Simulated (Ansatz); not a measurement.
Ansatz (an electronic-structure program) input (HF/3-21G): The .json file is the Basis Set Exchange's 3-21G.

Ansatz 0.2 input:
```yaml
crystal:
  periodic: [false, false, false]
  atoms:
    - {symbol: O, position_ang: [-0.18626133, 1.83889936, -0.77617283]}
    - {symbol: Si, position_ang: [-0.02968486, 0.52096402, 0.30969580]}
    - {symbol: Cl, position_ang: [1.79118280, -0.53491293, -0.06936605]}
    - {symbol: Cl, position_ang: [-1.67812078, -0.82249023, 0.08185208]}
    - {symbol: H, position_ang: [-0.01637544, 1.07116249, 1.66137914]}
basis:
  gaussian:
    orbitals: 3-21G.json
hamiltonian:
  xc: {name: HF}
magnetization: {spin_polarized: true, initial_magnetization: 1}
phonons: {temperatures: {t_min: 298.15, t_max: 298.15, t_step: 100}}
```

Output:

```
Functional definition: HF
integrals: 0.01 GiB planned
587 factors; integrals over basis functions are off by at most 2.6e-4 eV
mean field: 0.22 GiB planned
mean field evaluation 1: about -34743.6514 eV, gradient 2.8e1 eV
mean field evaluation 2: about -34743.7582 eV, gradient 2.8e1 eV
mean field evaluation 4: about -34750.7071 eV, gradient 6.6e0 eV
mean field evaluation 8: about -34751.4452 eV, gradient 7.3e-1 eV
mean field evaluation 16: about -34751.4809 eV, gradient 2.1e-5 eV
mean field evaluation 32: about -34751.4397 eV, gradient 9.1e-2 eV
mean field evaluation 64: about -34747.2337 eV, gradient 9.2e0 eV
mean field evaluation 96: about -34751.4688 eV, gradient 3.8e-1 eV
mean field evaluation 128: about -34751.4809 eV, gradient 2.6e-6 eV
mean field -34751.48088330 eV, -1277.0933670616 hartree, gradient 2.6e-6 eV, S^2 0.755125; 4 other end points of the search recorded, 0 dependent functions left out
the calculation of the forces begins
reference -34751.48088330 eV, -1277.0933670616 hartree; 29, 28 occupied and 21, 22 virtual orbitals, 587 factors
these checks for a lower state are left out or cut short: stability, starts, cluster_reference, orbital_swaps, neighbouring_geometries, increment
integrals: 0.01 GiB planned
587 factors; integrals over basis functions are off by at most 2.6e-4 eV
mean field: 0.22 GiB planned
mean field -34751.48082118 eV, -1277.0933647785 hartree, gradient 4.0e-6 eV, S^2 0.755094; 0 other end points of the search recorded, 0 dependent functions left out
the calculation of the forces begins
reference -34751.48082118 eV, -1277.0933647785 hartree; 29, 28 occupied and 21, 22 virtual orbitals, 587 factors
these checks for a lower state are left out or cut short: stability, starts, cluster_reference, orbital_swaps, neighbouring_geometries, increment
integrals: 0.01 GiB planned
587 factors; integrals over basis functions are off by at most 2.6e-4 eV
mean field: 0.22 GiB planned
mean field -34751.48081951 eV, -1277.0933647172 hartree, gradient 3.8e-6 eV, S^2 0.755156; 0 other end points of the search recorded, 0 dependent functions left out
the calculation of the forces begins
reference -34751.48081951 eV, -1277.0933647172 hartree; 29, 28 occupied and 21, 22 virtual orbitals, 587 factors
these checks for a lower state are left out or cut short: stability, starts, cluster_reference, orbital_swaps, neighbouring_geometries, increment
integrals: 0.01 GiB planned
587 factors; integrals over basis functions are off by at most 2.6e-4 eV
mean field: 0.22 GiB planned
mean field -34751.48086075 eV, -1277.0933662327 hartree, gradient 2.6e-6 eV, S^2 0.755112; 0 other end points of the search recorded, 0 dependent functions left out
the calculation of the forces begins
reference -34751.48086075 eV, -1277.0933662327 hartree; 29, 28 occupied and 21, 22 virtual orbitals, 587 factors
these checks for a lower state are left out or cut short: stability, starts, cluster_reference, orbital_swaps, neighbouring_geometries, increment
integrals: 0.01 GiB planned
587 factors; integrals over basis functions are off by at most 2.6e-4 eV
mean field: 0.22 GiB planned
mean field -34751.48085994 eV, -1277.0933662030 hartree, gradient 2.7e-6 eV, S^2 0.755138; 0 other end points of the search recorded, 0 dependent functions left out
the calculation of the forces begins
reference -34751.48085994 eV, -1277.0933662030 hartree; 29, 28 occupied and 21, 22 virtual orbitals, 587 factors
these checks for a lower state are left out or cut short: stability, starts, cluster_reference, orbital_swaps, neighbouring_geometries, increment
integrals: 0.01 GiB planned
587 factors; integrals over basis functions are off by at most 2.6e-4 eV
mean field: 0.22 GiB planned
mean field evaluation 160: about -34751.4807 eV, gradient 1.3e-1 eV
mean field -34751.48076971 eV, -1277.0933628871 hartree, gradient 8.2e-6 eV, S^2 0.755152; 0 other end points of the search recorded, 0 dependent functions left out
the calculation of the forces begins
reference -34751.48076971 eV, -1277.0933628871 hartree; 29, 28 occupied and 21, 22 virtual orbitals, 587 factors
these checks for a lower state are left out or cut short: stability, starts, cluster_reference, orbital_swaps, neighbouring_geometries, increment
integrals: 0.01 GiB planned
587 factors; integrals over basis functions are off by at most 2.6e-4 eV
mean field: 0.22 GiB planned
mean field -34751.48077061 eV, -1277.0933629202 hartree, gradient 8.2e-6 eV, S^2 0.755098; 0 other end points of the search recorded, 0 dependent functions left out
the calculation of the forces begins
reference -34751.48077061 eV, -1277.0933629202 hartree; 29, 28 occupied and 21, 22 virtual orbitals, 587 factors
these checks for a lower state are left out or cut short: stability, starts, cluster_reference, orbital_swaps, neighbouring_geometries, increment
integrals: 0.01 GiB planned
587 factors; integrals over basis functions are off by at most 2.6e-4 eV
mean field: 0.22 GiB planned
mean field -34751.48079019 eV, -1277.0933636399 hartree, gradient 1.8e-6 eV, S^2 0.755132; 0 other end points of the search recorded, 0 dependent functions left out
the calculation of the forces begins
reference -34751.48079019 eV, -1277.0933636399 hartree; 29, 28 occupied and 21, 22 virtual orbitals, 587 factors
these checks for a lower state are left out or cut short: stability, starts, cluster_reference, orbital_swaps, neighbouring_geometries, increment
integrals: 0.01 GiB planned
587 factors; integrals over basis functions are off by at most 2.6e-4 eV
mean field: 0.22 GiB planned
mean field -34751.48079111 eV, -1277.0933636734 hartree, gradient 1.4e-6 eV, S^2 0.755118; 0 other end points of the search recorded, 0 dependent functions left out
the calculation of the forces begins
reference -34751.48079111 eV, -1277.0933636734 hartree; 29, 28 occupied and 21, 22 virtual orbitals, 587 factors
these checks for a lower state are left out or cut short: stability, starts, cluster_reference, orbital_swaps, neighbouring_geometries, increment
integrals: 0.01 GiB planned
587 factors; integrals over basis functions are off by at most 2.6e-4 eV
mean field: 0.22 GiB planned
mean field evaluation 192: about -34751.4808 eV, gradient 3.3e-4 eV
mean field -34751.48084492 eV, -1277.0933656512 hartree, gradient 6.0e-6 eV, S^2 0.755129; 0 other end points of the search recorded, 0 dependent functions left out
the calculation of the forces begins
reference -34751.48084492 eV, -1277.0933656512 hartree; 29, 28 occupied and 21, 22 virtual orbitals, 587 factors
these checks for a lower state are left out or cut short: stability, starts, cluster_reference, orbital_swaps, neighbouring_geometries, increment
integrals: 0.01 GiB planned
587 factors; integrals over basis functions are off by at most 2.6e-4 eV
mean field: 0.22 GiB planned
mean field -34751.48084532 eV, -1277.0933656659 hartree, gradient 6.2e-6 eV, S^2 0.755121; 0 other end points of the search recorded, 0 dependent functions left out
the calculation of the forces begins
reference -34751.48084532 eV, -1277.0933656659 hartree; 29, 28 occupied and 21, 22 virtual orbitals, 587 factors
these checks for a lower state are left out or cut short: stability, starts, cluster_reference, orbital_swaps, neighbouring_geometries, increment
integrals: 0.01 GiB planned
587 factors; integrals over basis functions are off by at most 2.6e-4 eV
mean field: 0.22 GiB planned
mean field -34751.48086818 eV, -1277.0933665060 hartree, gradient 8.9e-6 eV, S^2 0.755121; 0 other end points of the search recorded, 0 dependent functions left out
the calculation of the forces begins
reference -34751.48086818 eV, -1277.0933665060 hartree; 29, 28 occupied and 21, 22 virtual orbitals, 587 factors
these checks for a lower state are left out or cut short: stability, starts, cluster_reference, orbital_swaps, neighbouring_geometries, increment
integrals: 0.01 GiB planned
587 factors; integrals over basis functions are off by at most 2.6e-4 eV
mean field: 0.22 GiB planned
mean field -34751.48086787 eV, -1277.0933664944 hartree, gradient 8.7e-6 eV, S^2 0.755128; 0 other end points of the search recorded, 0 dependent functions left out
the calculation of the forces begins
reference -34751.48086787 eV, -1277.0933664944 hartree; 29, 28 occupied and 21, 22 virtual orbitals, 587 factors
these checks for a lower state are left out or cut short: stability, starts, cluster_reference, orbital_swaps, neighbouring_geometries, increment
integrals: 0.01 GiB planned
587 factors; integrals over basis functions are off by at most 2.6e-4 eV
mean field: 0.22 GiB planned
mean field -34751.48087829 eV, -1277.0933668775 hartree, gradient 4.3e-6 eV, S^2 0.755127; 0 other end points of the search recorded, 0 dependent functions left out
the calculation of the forces begins
reference -34751.48087829 eV, -1277.0933668775 hartree; 29, 28 occupied and 21, 22 virtual orbitals, 587 factors
these checks for a lower state are left out or cut short: stability, starts, cluster_reference, orbital_swaps, neighbouring_geometries, increment
integrals: 0.01 GiB planned
587 factors; integrals over basis functions are off by at most 2.6e-4 eV
mean field: 0.22 GiB planned
mean field evaluation 224: about -34751.4809 eV, gradient 4.3e-6 eV
mean field -34751.48087840 eV, -1277.0933668815 hartree, gradient 4.3e-6 eV, S^2 0.755123; 0 other end points of the search recorded, 0 dependent functions left out
the calculation of the forces begins
reference -34751.48087840 eV, -1277.0933668815 hartree; 29, 28 occupied and 21, 22 virtual orbitals, 587 factors
these checks for a lower state are left out or cut short: stability, starts, cluster_reference, orbital_swaps, neighbouring_geometries, increment
integrals: 0.01 GiB planned
587 factors; integrals over basis functions are off by at most 2.6e-4 eV
mean field: 0.22 GiB planned
mean field -34751.48086795 eV, -1277.0933664973 hartree, gradient 1.5e-6 eV, S^2 0.755121; 0 other end points of the search recorded, 0 dependent functions left out
the calculation of the forces begins
reference -34751.48086795 eV, -1277.0933664973 hartree; 29, 28 occupied and 21, 22 virtual orbitals, 587 factors
these checks for a lower state are left out or cut short: stability, starts, cluster_reference, orbital_swaps, neighbouring_geometries, increment
integrals: 0.01 GiB planned
587 factors; integrals over basis functions are off by at most 2.6e-4 eV
mean field: 0.22 GiB planned
mean field -34751.48086805 eV, -1277.0933665011 hartree, gradient 1.4e-6 eV, S^2 0.755128; 0 other end points of the search recorded, 0 dependent functions left out
the calculation of the forces begins
reference -34751.48086805 eV, -1277.0933665011 hartree; 29, 28 occupied and 21, 22 virtual orbitals, 587 factors
these checks for a lower state are left out or cut short: stability, starts, cluster_reference, orbital_swaps, neighbouring_geometries, increment
integrals: 0.01 GiB planned
587 factors; integrals over basis functions are off by at most 2.6e-4 eV
mean field: 0.22 GiB planned
mean field -34751.48085079 eV, -1277.0933658669 hartree, gradient 2.3e-6 eV, S^2 0.755128; 0 other end points of the search recorded, 0 dependent functions left out
the calculation of the forces begins
reference -34751.48085079 eV, -1277.0933658669 hartree; 29, 28 occupied and 21, 22 virtual orbitals, 587 factors
these checks for a lower state are left out or cut short: stability, starts, cluster_reference, orbital_swaps, neighbouring_geometries, increment
integrals: 0.01 GiB planned
587 factors; integrals over basis functions are off by at most 2.6e-4 eV
mean field: 0.22 GiB planned
mean field -34751.48085041 eV, -1277.0933658528 hartree, gradient 2.2e-6 eV, S^2 0.755121; 0 other end points of the search recorded, 0 dependent functions left out
the calculation of the forces begins
reference -34751.48085041 eV, -1277.0933658528 hartree; 29, 28 occupied and 21, 22 virtual orbitals, 587 factors
Total energy: -34751.48088330 eV, -1277.0933670616 hartree
Atom 0 at    -0.186261     1.838899    -0.776173 Å, force     0.000043    -0.000394     0.000235 eV/Å
Atom 1 at    -0.029685     0.520964     0.309696 Å, force    -0.000031     0.000230    -0.000265 eV/Å
Atom 2 at     1.791183    -0.534913    -0.069366 Å, force    -0.000119     0.000059    -0.000023 eV/Å
Atom 3 at    -1.678121    -0.822490     0.081852 Å, force     0.000105     0.000078    -0.000033 eV/Å
Atom 4 at    -0.016375     1.071162     1.661379 Å, force     0.000002     0.000027     0.000087 eV/Å
Dipole moment:    -0.007799     0.302952     0.397205 e Å
Vibrations: 162.69 177.09 269.16 475.43 549.90 793.09 794.36 947.70 2440.15 cm⁻¹, zero-point energy 0.409741 eV
```

The blocks after the first are displaced geometries, from whose forces the wavenumbers follow.
